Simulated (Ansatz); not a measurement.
Start from `C[N](C)[Cd][F]` and change one element to get `C[N](C)[Mg][F]`.

Ansatz, PBE0-D4/def2-TZVP geometries, multiplicity 1. Each molecule was computed in one conformer, which needn't be the lowest.

Elements past krypton have def2 core potentials.

```json
{"property": "HOMO–LUMO gap (B3LYP/def2-TZVPP) / eV", "`C[N](C)[Cd][F]`": "4.29"}
{"property": "HOMO–LUMO gap (PBE0/def2-TZVPP) / eV", "`C[N](C)[Cd][F]`": "4.78"}
{"property": "LUMO energy (PBE0/def2-TZVPP) / eV", "`C[N](C)[Cd][F]`": "-1.36"}
{"property": "LUMO energy (PBE/def2-TZVPP) / eV", "`C[N](C)[Cd][F]`": "-2.25"}
{"property": "LUMO energy (B3LYP/def2-TZVPP) / eV", "`C[N](C)[Cd][F]`": "-1.69"}
{"property": "HOMO–LUMO gap (PBE/def2-TZVPP) / eV", "`C[N](C)[Cd][F]`": "2.68"}
```

Problem. Give the same properties after the change, and the shifts. (Estimate.)

Solution. Computed: 
| property | `C[N](C)[Mg][F]` | shift |
| --- | --- | --- |
| HOMO–LUMO gap (B3LYP/def2-TZVPP) / eV | 3.92 | -0.37 |
| HOMO–LUMO gap (PBE0/def2-TZVPP) / eV | 4.42 | -0.36 |
| LUMO energy (PBE0/def2-TZVPP) / eV | -1.28 | 0.08 |
| LUMO energy (PBE/def2-TZVPP) / eV | -2.03 | 0.22 |
| LUMO energy (B3LYP/def2-TZVPP) / eV | -1.60 | 0.09 |
| HOMO–LUMO gap (PBE/def2-TZVPP) / eV | 2.44 | -0.24 |

With PBE0 the HOMO rises by 0.44 eV and the LUMO rises by 0.08 eV, so the gap narrows by about 0.36 eV. PBE moves the HOMO by 0.45 eV and ωB97M-V by 0.39 eV.

Positive LUMOs are unbound, so they and the gaps depend on the basis.

B3LYP here is the variant with VWN-RPA as its local correlation; programs differ in this.
